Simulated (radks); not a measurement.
Values are calculated unless marked as measured or tabulated.
Coulomb parameter of the 4d shell of the rhodium ion Rh+ in the model configuration [Kr] 4d6.5 5s1.5, as a second difference U = [E(n + 0.5) + E(n - 0.5) - 2 E(n)] / (0.5)^2 with all orbitals relaxed. "Bare": the charge of the atom changes with n. "Screened": the 5s shell takes up the change at fixed total charge, which measures U(4d,4d) + U(5s,5s) - 2 U(4d,5s). Level of theory: scalar-relativistic Kohn-Sham, BLYP, spin-unpolarised, spherical densities, finite nucleus; Fermi nuclear charge, rms radius 4.4945 fm (a radial shooting solver on a logarithmic mesh with Libxc functionals).

case              configuration  E - E(n) (eV)
start          [Kr] 4d6.5 5s1.5          0.000
bare +0.5        [Kr] 4d7 5s1.5         -7.619
bare -0.5        [Kr] 4d6 5s1.5         10.631
screened +0.5      [Kr] 4d7 5s1         -2.427
screened -0.5      [Kr] 4d6 5s2          2.933

U(bare) = 12.050 eV, U(screened by 5s) = 2.025 eV, against the Slater integral F0(4d,4d) = 17.053 eV with frozen orbitals.
